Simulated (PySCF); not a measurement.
Neopentasilane, SMILES [SiH3][Si]([SiH3])([SiH3])[SiH3] (H12Si5), GFN2-xTB optimised geometry.

```
17

Si    -1.12    -1.91    -1.91
Si    -0.33    -0.81     0.00
Si     2.01    -0.81     0.00
Si    -1.11     1.40     0.00
Si    -1.11    -1.91     1.91
H     -0.67    -1.27    -3.15
H     -2.58    -1.95    -1.97
H     -0.67    -3.30    -1.98
H      2.57    -0.14     1.18
H      2.57    -0.12    -1.17
H      2.57    -2.16    -0.01
H     -0.65     2.16    -1.17
H     -2.57     1.48    -0.01
H     -0.67     2.15     1.18
H     -2.57    -1.95     1.98
H     -0.66    -3.31     1.98
H     -0.66    -1.28     3.15
```

Density from B3LYP/def2-SVP (PySCF) at that geometry.

Minimum of the electron density along straight lines between bonded atoms, close to the bond critical point (lines longer than 1.1 times the sum of covalent radii, or with two minima, are not listed):

```
bond     length / Å  ρ at the minimum / e bohr⁻³  ∇²ρ there / e bohr⁻⁵  position (fraction from the first atom)
-------  ----------  ---------------------------  --------------------  ---------------------------------------
Si1–H6        1.465                        0.116                  0.34                                     0.49
Si1–H7        1.465                        0.116                  0.34                                     0.49
Si1–H8        1.465                        0.116                  0.34                                     0.49
Si3–H9        1.465                        0.116                  0.34                                     0.49
Si3–H10       1.465                        0.116                  0.34                                     0.49
Si3–H11       1.465                        0.116                  0.34                                     0.49
Si4–H12       1.465                        0.116                  0.34                                     0.49
Si4–H13       1.465                        0.116                  0.34                                     0.49
Si4–H14       1.465                        0.116                  0.34                                     0.49
Si5–H15       1.465                        0.116                  0.34                                     0.49
Si5–H16       1.465                        0.116                  0.34                                     0.49
Si5–H17       1.465                        0.116                  0.34                                     0.49
```
